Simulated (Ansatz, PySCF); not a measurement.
Another site gives an ion 67986.03 eV lower (`O[SiH2]Br`) at the level CAM-B3LYP-D3(BJ)/def2-TZVPD (PySCF).

All values below come from frozen-core CCSD(T)/def2-TZVPD // CAM-B3LYP-D3(BJ)/def2-TZVPD run with Ansatz (a first-principles code).

Ansatz 0.2 input:
```yaml
crystal:
  periodic: [false, false, false]
  atoms:
    - { symbol: O, position_ang: [1.422349, -0.229693, -0.109095] }
    - { symbol: Si, position_ang: [-0.211412, -0.370648, -0.10838] }
    - { symbol: O, position_ang: [-0.977881, 1.008934, 0.336951] }
    - { symbol: H, position_ang: [1.88426, -0.084409, 0.719002] }
    - { symbol: H, position_ang: [-0.539221, -0.744047, -1.495182] }
    - { symbol: H, position_ang: [-0.664594, -1.366487, 0.878045] }
    - { symbol: H, position_ang: [-0.913502, 1.78635, -0.221342] }
basis:
  gaussian: { orbitals: def2-TZVPD }
correlation:
  method: ccsd_t
```

Output:

```
Functional definition: HF
1062 factors; integrals over basis functions are off by at most 8.6e-4 eV
mean field evaluation 1: about -12000.9613 eV, gradient 4.7e1 eV
mean field evaluation 2: about -12001.0289 eV, gradient 4.7e1 eV
mean field evaluation 4: about -12004.8551 eV, gradient 2.7e0 eV
mean field evaluation 8: about -12004.8872 eV, gradient 9.6e-2 eV
mean field evaluation 16: about -12003.3992 eV, gradient 3.0e1 eV
mean field -12004.88723487 eV, -441.1714686767 hartree, gradient 1.8e-6 eV, S^2 0.000000; 0 other end points of the search recorded, 0 dependent functions left out
7 core orbitals not correlated
reference -12004.88723487 eV, -441.1714686767 hartree; 10, 10 occupied and 142, 142 virtual orbitals, 1062 factors
second order -16.36655595 eV of doubles, -0.00000000 eV of singles
cycle   1  -16.46682849 eV  change   -1.0e-1 eV  update   8.5e-2
cycle   2  -16.85032771 eV  change   -3.8e-1 eV  update   2.4e-2
cycle   3  -16.93914542 eV  change   -8.9e-2 eV  update   1.2e-2
cycle   4  -16.92743531 eV  change    1.2e-2 eV  update   2.6e-3
cycle   5  -16.92712597 eV  change    3.1e-4 eV  update   1.2e-3
cycle   6  -16.92767480 eV  change   -5.5e-4 eV  update   3.3e-4
cycle   7  -16.92751394 eV  change    1.6e-4 eV  update   1.4e-4
cycle   8  -16.92746659 eV  change    4.7e-5 eV  update   4.0e-5
cycle   9  -16.92747481 eV  change   -8.2e-6 eV  update   1.4e-5
perturbative correction -0.56117502 eV, -0.0206228016 hartree
Total energy: -12022.37588470 eV, -441.8141647035 hartree
```

Cost: around 18 core-seconds (rough).
